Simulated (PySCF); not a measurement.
Point-charge models of `C/C=C\[C@H](OCF)C(F)F` against its computed dipole.

Coordinates (GFN2-xTB, Å) and charges (e) from the PBE0/pcSseg-1 density (PySCF):

```csv
atom,x,y,z,Mulliken,IAO,Hirshfeld,ESP-fitted
C1,2.550,0.710,-0.037,-0.2285,-0.4309,-0.1130,-0.2717
C2,1.917,-0.253,0.910,-0.1946,-0.1349,-0.0336,-0.0142
C3,0.641,-0.600,0.970,-0.1297,-0.1736,-0.0607,-0.4394
C4,-0.454,-0.093,0.073,-0.0205,+0.0433,+0.0268,+0.4115
O5,-1.681,-0.258,0.769,-0.5013,-0.3690,-0.1302,-0.3611
C6,-2.729,0.513,0.344,+0.3794,+0.2156,+0.0862,+0.1989
F7,-2.500,1.844,0.623,-0.3455,-0.3401,-0.1334,-0.2589
C8,-0.438,-0.898,-1.245,+0.5629,+0.4326,+0.1406,+0.0644
F9,-0.939,-2.137,-1.066,-0.2922,-0.2923,-0.1026,-0.1541
F10,-1.206,-0.314,-2.203,-0.3085,-0.3110,-0.1025,-0.1829
H11,3.295,0.195,-0.644,+0.1358,+0.1576,+0.0510,+0.0986
H12,1.829,1.182,-0.697,+0.1138,+0.1385,+0.0445,+0.0654
H13,3.070,1.484,0.526,+0.1403,+0.1607,+0.0532,+0.1144
H14,2.603,-0.700,1.618,+0.1100,+0.1523,+0.0496,+0.1141
H15,0.290,-1.311,1.702,+0.1148,+0.1665,+0.0469,+0.1815
H16,-0.306,0.965,-0.187,+0.1487,+0.1488,+0.0412,+0.0945
H17,-3.607,0.209,0.923,+0.1131,+0.1596,+0.0560,+0.1144
H18,-2.927,0.463,-0.736,+0.0995,+0.1345,+0.0344,+0.0703
H19,0.581,-0.991,-1.650,+0.1027,+0.1419,+0.0456,+0.1544
```

Task: Form Σ q r in debye for every column and set it beside the full dipole.

Result: The full density gives (2.13, 0.11, -0.26) D, 2.15 D in size; dipole vectors point from the negative to the positive end.

```
    scheme    μx     μy     μz  size (D)  share of the full size (%)  angle to the full dipole (°)
  Mulliken  3.66   0.59  -1.74      4.09                         190                            19
       IAO  3.03  -0.25  -0.16      3.05                         142                             9
 Hirshfeld  1.63  -0.06  -0.04      1.63                          76                             7
ESP-fitted  2.15   0.12  -0.27      2.17                         101                             0
```

Task: Which set comes closest?

Result: Length of the difference vector: ESP-fitted 0.03 D, Hirshfeld 0.58 D, IAO 0.98 D, Mulliken 2.18 D. Closest: ESP-fitted. 

Task: What is left for the Hirshfeld atoms' own dipoles?

Result: The Hirshfeld atoms' densities add up to the full density, so μ = Σ q r + Σ (atomic dipoles). The atomic dipoles sum to (2.13, 0.11, -0.26) − (1.63, -0.06, -0.04) = (0.50, 0.17, -0.22) D, 0.58 D in size.

Task: With the origin at the mean of the coordinates, (-0.001, 0.000, 0.000) Å, which are the largest single terms, by size, of the ESP-fitted dipole along the direction of the full one?

Result: C1 -3.35, O5 +3.07, F7 +3.06, C6 -2.60, H17 -2.02 D; all 19 atoms together +2.17 D. The single terms depend on the origin, their sum doesn't.

Task: Give the size of the full dipole in other units.

Result: 2.15 D = 0.846 au = 0.447 e·Å = 7.17 × 10⁻³⁰ C·m.

Geometry: GFN2-xTB, one conformer, isolated molecule.

Shape of the structure used: `[CH3:1]/[CH:2]=[CH:3]\[C@H:4]([O:5][CH2:6][F:7])[CH:8]([F:9])[F:10]`: C2–C3–C4–O5 -157°, C3–C4–O5–C6 159°, C4–O5–C6–F7 -68°, C3–C4–C8–F9 74°.
